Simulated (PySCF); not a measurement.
## Bromine: a sound run and one with changed settings

Sound run: Br²⁺ [Ar] 3d10 4s2 4p3, Br³⁺ [Ar] 3d10 4s2 4p2. All numbers are calculated (PySCF 2.14, no relativity, point nucleus, in def2-TZVP). In the sound run the correlated levels freeze [Ar] 3d10. The sound run starts from symmetry-adapted Hartree-Fock orbitals and uses a fine grid where one is needed.

A second run was set up differently.

```tsv
species	method	sound run (hartree)	changed run (hartree)	converged
Br²⁺	MP2	-2571.33760	-2571.27569	yes
Br²⁺	CCSD(T)	-2571.35531	-2571.28056	yes
Br³⁺	MP2	-2570.04713	-2569.99279	yes
Br³⁺	CCSD(T)	-2570.06542	-2569.99473	yes
```

Ionisation energy of Br²⁺:

```csv
method,sound run (eV),changed run (eV)
UHF,34.592,34.592
MP2,35.115,34.910
SCS-MP2,34.960,34.698
CCSD,35.073,34.984
CCSD(T),35.100,34.989
```

(1) What was changed?
A. a valence shell is frozen
B. basis contracted for another Hamiltonian
C. level shift left on
D. too few SCF iterations

## Answers

(1) A. Freezing a valence shell removes pair correlation that changes on ionisation.
